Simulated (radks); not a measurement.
Results of a calculation; reference values are marked as such.
Task: A nucleus of charge 51.6 with 49 electrons, 49 electrons, occupied as [Kr] 4d10 5s2 5p1. Level of theory: scalar-relativistic Kohn-Sham, BLYP, spin-polarised, spherical densities, point nucleus; open shells are filled with parallel spins first (spin-orbit coupling, left out, can overturn this in heavy ions) (a radial shooting solver on a logarithmic mesh with Libxc functionals). Some entries of the table are withheld. Estimate them.

orbital,occ.,eigenvalue (eV),<r^2> (bohr^2)
1s up,1,-31126.76,0.001066
1s down,1,-31126.73,0.001066
2s up,1,-4780.516,0.01725
2s down,1,-4780.501,0.01725
2p up,3,-4294.554,0.01363
2p down,3,-4294.526,0.01363
3s up,1,-966.0835,0.1211
3s down,1,-966.0530,0.1211
3p up,3,-807.9677,0.1215
3p down,3,-807.9331,0.1215
3d up,5,-567.9169,0.1068
3d down,5,-567.8843,0.1068
4s up,1,-183.4861,0.6781
4s down,1,-183.4114,0.6779
4p up,3,(1),(2)
4p down,3,(3),(4)
4d up,5,-63.6711,1.151
4d down,5,-63.5284,1.143
5s up,1,-37.5467,4.422
5s down,1,-36.7507,4.416
5p up,1,-27.1877,6.083
5p down,0,-26.3628,6.163

Result: 
(1) 4p up eigenvalue (eV): -134.6820
(2) 4p up <r^2> (bohr^2): 0.7911
(3) 4p down eigenvalue (eV): -134.6023
(4) 4p down <r^2> (bohr^2): 0.7904
